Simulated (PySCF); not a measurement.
BO, SMILES [B]=O (connectivity only; charge and spin as stated), charge +1, multiplicity 1. Atoms are numbered in the order given.

```xyz
2

B      0.0000     0.0000    -0.7348
O      0.0000     0.0000     0.4593
```
Charge +1, spin multiplicity 1.

Coordinates come from a r2SCAN-D4/def2-TZVPD optimisation. The multiplicity is an assumed one; other spin states were not compared.

Two levels are set side by side: PBE/pcSseg-2 (PySCF) and HF/pcSseg-2 (PySCF). GIAO shifts against BF3 (¹¹B), H2O (¹⁷O) at the same level; non-relativistic, no solvent, atoms listed together averaged. Differences are taken from unrounded values.

```
quantity               HF
------------------  -----
δ(¹¹B) of B1 (ppm)   44.6
δ(¹⁷O) of O2 (ppm)  -63.8
```

What does PBE give, and how far is it from HF? (An estimate is asked for; the answer gives what the named calculation found.)


| quantity | PBE | PBE minus HF |
|---|---|---|
| δ(¹¹B) of B1 (ppm) | 22.7 | -21.9 |
| δ(¹⁷O) of O2 (ppm) | -108.1 | -44.4 |

Rough cost on one machine, each run with all the roots and properties that it gave: HF against PBE within a factor of 2.
